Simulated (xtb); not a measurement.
C2H6Cd, triplet, from a rough starting geometry (GFN-xTB shapes and energies of metal compounds can be far from the true ones) (a higher spin typed on purpose: for a closed-shell molecule this is an excited state); xtb with GFN2-xTB.

The xtb input:
```
$ xtb mol.xyz --gfn 2 --uhf 2 --opt vtight --json

# file mol.xyz
9

Cd    -0.04307423    -0.00187469    -0.00209103
C      1.74267780     0.29688310    -1.44238051
H      2.38484690    -0.58436184    -1.22221047
H      2.24358802     1.25927381    -1.20265750
H      1.36454281     0.30802254    -2.41295320
C     -1.75177718    -0.27147976     1.35683045
H     -2.25605506    -1.22452377     1.15359724
H     -2.39523655     0.53785963     1.29396896
H     -1.38412085    -0.33271921     2.42915725
```

The log (banner, timings and long lists left out):

```
   ID    Z sym.   atoms
    1   48 Cd     1
    2    6 C      2, 6
    3    1 H      3-5, 7-9

           -------------------------------------------------
          |                Calculation Setup                |
           -------------------------------------------------

           -------------------------------------------------
          |                 G F N 2 - x T B                 |
           -------------------------------------------------

          ...................................................
          :                      SETUP                      :
          :.................................................:
          :  # basis functions                  18          :
          :  # atomic orbitals                  18          :
          :  # shells                           12          :
          :  # electrons                        16          :
          :  max. iterations                   250          :
          :  Hamiltonian                  GFN2-xTB          :
          :  restarted?                      false          :
          :  GBSA solvation                  false          :
          :  PC potential                    false          :
          :  electronic temp.          300.0000000     K    :
          :  accuracy                    1.0000000          :
          :  -> integral cutoff          0.2500000E+02      :
          :  -> integral neglect         0.1000000E-07      :
          :  -> SCF convergence          0.1000000E-05 Eh   :
          :  -> wf. convergence          0.1000000E-03 e    :
          :  Broyden damping             0.4000000          :
          :  net charge                          0          :
          :  unpaired electrons                  2          :
          ...................................................

 iter      E             dE          RMSdq      gap      omega  full diag
   1     -7.7476047 -0.774760E+01  0.112E+01    2.93       0.0  T
   2     -7.7883801 -0.407753E-01  0.309E+00    3.94       1.0  T
   3     -7.7893797 -0.999642E-03  0.207E+00    3.97       1.0  T
   4     -7.7883496  0.103012E-02  0.468E-01    4.11       1.0  T
   5     -7.7902636 -0.191400E-02  0.147E-01    4.14       1.0  T
   6     -7.7902828 -0.192416E-04  0.767E-02    4.13       1.0  T
   7     -7.7902820  0.853079E-06  0.793E-02    4.13       1.0  T
   8     -7.7902877 -0.568417E-05  0.606E-03    4.13       5.5  T
   9     -7.7902877  0.645797E-09  0.157E-03    4.13      21.2  T
  10     -7.7902877 -0.139261E-07  0.209E-04    4.13     159.3  T
  11     -7.7902877  0.521654E-10  0.916E-05    4.13     363.9  T

   *** convergence criteria satisfied after 11 iterations ***

 transition dipole moment (au) for excitation:           8           9
     X       Y       Z
   1.7881   0.2902  -1.4308  total (au/Debye):    2.308   5.868
 dE (eV)             :    4.501
 oscillator strength :  0.83097E+00

         :::::::::::::::::::::::::::::::::::::::::::::::::::::
         ::                     SUMMARY                     ::
         :::::::::::::::::::::::::::::::::::::::::::::::::::::
         :: total energy              -7.679839248887 Eh    ::
         :: gradient norm              0.118049947479 Eh/a0 ::
         :: HOMO-LUMO gap              4.131902072878 eV    ::
         ::.................................................::
         :: SCC energy                -7.790286306982 Eh    ::
         :: -> isotropic ES            0.018169897333 Eh    ::
         :: -> anisotropic ES          0.003262580048 Eh    ::
         :: -> anisotropic XC          0.007668127503 Eh    ::
         :: -> dispersion             -0.003121055048 Eh    ::
         :: repulsion energy           0.110447058095 Eh    ::
         :: add. restraining           0.000000000000 Eh    ::
         :: total charge               0.000000000000 e     ::
         :::::::::::::::::::::::::::::::::::::::::::::::::::::

      -----------------------------------------------------------
[...]
 * total energy  :    -7.7440300 Eh     change       -0.3199019E-05 Eh
 * total energy  :    -7.7440327 Eh     change       -0.2728024E-05 Eh
 * total energy  :    -7.7440341 Eh     change       -0.1403746E-05 Eh
 * total energy  :    -7.7440345 Eh     change       -0.3643531E-06 Eh
 * total energy  :    -7.7440349 Eh     change       -0.4289660E-06 Eh
 * total energy  :    -7.7440354 Eh     change       -0.4859748E-06 Eh
 * total energy  :    -7.7440358 Eh     change       -0.3986752E-06 Eh
 * total energy  :    -7.7440362 Eh     change       -0.4357334E-06 Eh
 * total energy  :    -7.7440366 Eh     change       -0.4304904E-06 Eh
 * total energy  :    -7.7440369 Eh     change       -0.2635536E-06 Eh
 * total energy  :    -7.7440370 Eh     change       -0.1346252E-06 Eh
 * total energy  :    -7.7440371 Eh     change       -0.9817090E-07 Eh
   *** GEOMETRY OPTIMIZATION CONVERGED AFTER 42 ITERATIONS ***
         :: total energy              -7.744037129684 Eh    ::
[...]
         3        2.0000           -0.4522960             -12.3076
         4        2.0000           -0.4519339             -12.2977
         5        2.0000           -0.4484288             -12.2024
         6        2.0000           -0.4473814             -12.1739
         7        2.0000           -0.3735013             -10.1635
         8        1.0000           -0.3198089              -8.7024
         9        1.0000           -0.2613579              -7.1119 (HOMO)
        10                         -0.0383646              -1.0440 (LUMO)
        11                          0.0608347               1.6554
        12                          0.0851900               2.3181
        13                          0.2563609               6.9759
        14                          0.2660992               7.2409
        15                          0.2716457               7.3919
        16                          0.2791860               7.5970
        17                          0.3125518               8.5050
        18                          0.3510869               9.5536
      -------------------------------------------------------------
                  HL-Gap            0.2229933 Eh            6.0680 eV
             Fermi-level           -0.2482582 Eh           -6.7554 eV

     #   Z          covCN         q      C6AA      α(0)
     1  48 Cd       0.775     0.167   437.682    48.666
     2   6 C        3.166    -0.188    32.529     9.320
     3   1 H        0.926     0.038     2.482     2.464
     4   1 H        0.926     0.035     2.512     2.478
     5   1 H        0.925     0.030     2.581     2.512
     6   6 C        3.163    -0.188    32.530     9.322
     7   1 H        0.925     0.032     2.555     2.500
     8   1 H        0.925     0.031     2.569     2.507
     9   1 H        0.926     0.042     2.425     2.435

 Mol. C6AA /au·bohr⁶  :       1710.573657
 Mol. C8AA /au·bohr⁸  :      86305.706082
 Mol. α(0) /au        :         82.204723

Wiberg/Mayer (AO) data.
largest (>0.10) Wiberg bond orders for each atom

 ---------------------------------------------------------------------------
     #   Z sym  total        # sym  WBO       # sym  WBO       # sym  WBO
 ---------------------------------------------------------------------------
     1  48 Cd   1.086 --     2 C    0.457     6 C    0.455
     2   6 C    3.481 --     3 H    0.970     4 H    0.968     5 H    0.964
                             1 Cd   0.457     6 C    0.117
     3   1 H    0.999 --     2 C    0.970
     4   1 H    0.999 --     2 C    0.968
     5   1 H    0.999 --     2 C    0.964
     6   6 C    3.478 --     9 H    0.975     7 H    0.963     8 H    0.963
                             1 Cd   0.455     2 C    0.117
     7   1 H    0.999 --     6 C    0.963
     8   1 H    0.999 --     6 C    0.963
     9   1 H    0.998 --     6 C    0.975
 ---------------------------------------------------------------------------

Topologies differ in total number of bonds
Writing topology from bond orders to xtbtopo.mol

molecular dipole:
                 x           y           z       tot (Debye)
 q only:       -0.351       0.074      -0.391
   full:       -0.406       0.081      -0.443       1.541
molecular quadrupole (traceless):
                xx          xy          yy          xz          yz          zz
 q only:       -0.350      -0.525      -0.136       2.745      -0.107       0.486
  q+dip:        0.309      -0.577      -1.410       3.168      -0.494       1.101
   full:       -0.646      -0.481       0.551       2.637       0.091       0.095

optimized geometry written to: xtbopt.xyz

           -------------------------------------------------
          | TOTAL ENERGY               -7.744037129684 Eh   |
          | GRADIENT NORM               0.000055086435 Eh/α |
          | HOMO-LUMO GAP               6.067955288697 eV   |
           -------------------------------------------------

normal termination of xtb
```
